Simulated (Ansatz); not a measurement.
Reaction (formal exchange of groups at a Mo–O bond): `[O]=[Mo](=[O])([OH])[F]` + CH₄ → `[CH3][Mo](=[O])(=[O])[F]` + H₂O

Gas-phase electronic energies from Ansatz, PBE0-D4/def2-TZVP geometries. CCSD(T)/CBS adds triple-zeta CCSD(T) − MP2 to the extrapolated MP2 energy (def2 sets, frozen cores). This one scheme is used for every species. DFT in def2-TZVPP. B3LYP here is the variant with VWN-RPA as its local correlation; programs differ in this. HSE06 is defined as in plane-wave codes. def2 core potentials past Kr. For Mo outer-core shells are correlated without core-valence functions, which leaves a few kJ/mol of doubt a bond. One conformer a species, not always the lowest.

Task: Is it downhill or uphill in electronic energy at CCSD(T)/CBS, and by how much? (Estimate.)

Result: Ansatz gave: Uphill: ΔE = +96.6 kJ/mol.

Task: What do these levels give: LDA (SPW92), PBE, revPBE, B3LYP, r2SCANh, HSE06, BHLYP, MP2/def2-SVP, CCSD/def2-SVP, HF/def2-TZVPP, SCS-MP2/def2-TZVPP, MP2/def2-QZVPP? (Best estimate.)

Result: Computed: LDA (SPW92) 111.8, PBE 112.8, revPBE 113.0, B3LYP 115.6, r2SCANh 114.5, HSE06 106.8, BHLYP 111.3, MP2/def2-SVP 125.8, CCSD/def2-SVP 112.1, HF/def2-TZVPP 109.1, SCS-MP2/def2-TZVPP 106.7, MP2/def2-QZVPP 103.1 kJ/mol.

Task: What do rigid-rotor, harmonic-oscillator terms from PBE0-D4/def2-TZVP frequencies (298.15 K, 1 bar) make of the CCSD(T)/CBS value? (An estimate is asked.)

Result: The calculation gave: ΔZPE = -3.1 kJ/mol, ΔH = +95.2 kJ/mol, ΔS = 16 J/(mol·K), ΔG = +90.4 kJ/mol.

Largest T1 diagnostic among the species: 0.025, so the coupled-cluster value is less sure than usual.

From r2SCAN to r2SCAN0 (25 % exact exchange), in def2-TZVPP and without D4, ΔE moves by −7.6 kJ/mol. Leaving LDA and LC-ωPBE aside and taking each functional with its dispersion term where it has one, the values, not all of them listed here, spread over 15.0 kJ/mol, from PBE-QIDH to B97M-V.
